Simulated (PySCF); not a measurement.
C4H13BS.
SMILES: `C[BH2-][S@@+](C)CC`

Torsions of this conformer, `[CH3:1][BH2-:2][S@@+:3]([CH3:4])[CH2:5][CH3:6]`: C1–B2–S3–C4 70°, B2–S3–C5–C6 176°.

The closed-shell ground state was solved at several levels (PySCF, density fitting, gas phase, non-relativistic). Geometry: GFN2-xTB, one conformer, isolated molecule.

```json
{"level": "PBE0/pcSseg-1", "basis functions": "174", "HOMO (eV)": "-7.67", "LUMO (eV)": "0.40", "gap (eV)": "8.07", "dipole (D)": "4.73"}
{"level": "CAM-B3LYP/def2-SVPD", "basis functions": "231", "HOMO (eV)": "-9.07", "LUMO (eV)": "0.99", "gap (eV)": "10.06", "dipole (D)": "4.62"}
```

What might PBE0/def2-SVPD (231 basis functions) give for the same quantities?

HOMO -7.64 eV, LUMO 0.20 eV, gap 7.84 eV, dipole 4.59 D.

Over all these levels, which gives the widest orbital gap and which the narrowest?

CAM-B3LYP/def2-SVPD (range-separated hybrid) has the widest, 10.06 eV, and PBE0/def2-SVPD (global hybrid, 25 % exact exchange) the narrowest, 7.84 eV. The two share the basis. From the narrowest to the widest the HOMO moves by -1.43 eV and the LUMO by +0.79 eV.

How far do the dipole and the HOMO energy spread over the levels?

The dipole runs from 4.59 to 4.73 D (mean 4.65 D) and the HOMO from -9.07 to -7.64 eV.
